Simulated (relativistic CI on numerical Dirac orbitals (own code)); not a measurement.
# Hyperfine structure of Yb XX, mass number 171

Calculated at this level of theory: Dirac-Coulomb-Breit CI, KLI orbitals optimised for each configuration, a model potential for QED, unscaled Slater integrals (own radial code, finite nucleus).

Configurations in the expansion (outside the closed core [Ar] 3d10 4p6 4d10): 4s2.4f5, 4s2.4f4.5s, 4s2.4f3.5s2, 4s2.4f4.5p, 4s2.4f3.5s.5p, 4s2.4f3.5p2, 4s2.4f4.6s, 4s.4f6. Levels of other configurations are missing.

Nuclear spin I = 1/2, μ = 0.4923 μN (tables of Stone and Pyykkö). The electronic factors are computed for point nuclear moments, without core polarisation or the Bohr-Weisskopf and QED corrections.

```csv
Level,E (eV),A (MHz)
4s2.4f5 6H°_5/2,0.0000,2954
4s2.4f5 6H°_7/2,0.6073,2060
4s2.4f5 6H°_9/2,1.2414,1687
4s2.4f5 6H°_11/2,1.8657,1527
4s2.4f5 6F°_1/2,2.2254,5947
4s2.4f5 6F°_3/2,2.2498,2212
4s2.4f5 6F°_5/2,2.3853,1625
4s2.4f5 6H°_13/2,2.4624,1468
```

Levels with J = 0, under 50 % of one LS term, or S terms without an open s electron are left out. Small factors come from cancelling terms and can be off by tens of per cent or more.

At this charge energies of transitions that change n are usually good to better than 1 %, and those within a shell (Δn = 0) to a few per cent. Terms inside the open d or f shell come out 10 to 20 % too wide with unscaled integrals.

Task: Give the hyperfine levels of 4s2.4f5 6H°_5/2 relative to its centre of gravity.

Result: With K = F(F + 1) − I(I + 1) − J(J + 1), E = AK/2: F = 2: -5170, F = 3: 3693 MHz.

LS names give the leading component of a level, which can be under half, so a name can repeat, a term be missing and a line seem to break the LS rules.
